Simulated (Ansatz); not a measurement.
NiBr2(PH3)2 (NiP₂H₆Br₂). Total charge 0; singlet. Geometry r2SCAN-D4/def2-SVP; atoms count from 1.

```tsv
atom	x (Å)	y (Å)	z (Å)
Br1	1.150	-1.924	-0.642
Br2	-1.096	1.899	0.613
Ni3	0.094	0.028	-0.037
P4	-0.815	0.231	-1.993
P5	0.874	-0.201	1.972
H6	-0.784	1.500	-2.627
H7	-2.216	0.008	-2.037
H8	-0.411	-0.603	-3.070
H9	2.144	-0.798	2.180
H10	0.099	-1.057	2.800
H11	0.961	0.919	2.840
```

The restricted singlet is unstable towards broken spin symmetry in Hartree–Fock (as tested in another run); at PBE0-D4/def2-TZVP this wasn't settled.

(1) Estimate the Mulliken populations from the PBE0/def2-TZVP orbitals of Ansatz.

(2) And the Mayer bond orders between heavy atoms (over 0.3)?

Results:

(1) 
```
atom  charge (e)  d electrons
 Br1       -0.41            –
 Br2       -0.41            –
 Ni3        0.03         8.84
  P4        0.05            –
  P5        0.06            –
  H6        0.12            –
  H7        0.12            –
  H8        0.11            –
  H9        0.12            –
 H10        0.11            –
 H11        0.11            –
```
Mulliken values depend strongly on the basis.

(2) Br1–Ni3 0.78 (2.30 Å); Br2–Ni3 0.75 (2.31 Å); Ni3–P4 0.78 (2.17 Å); Ni3–P5 0.78 (2.17 Å).
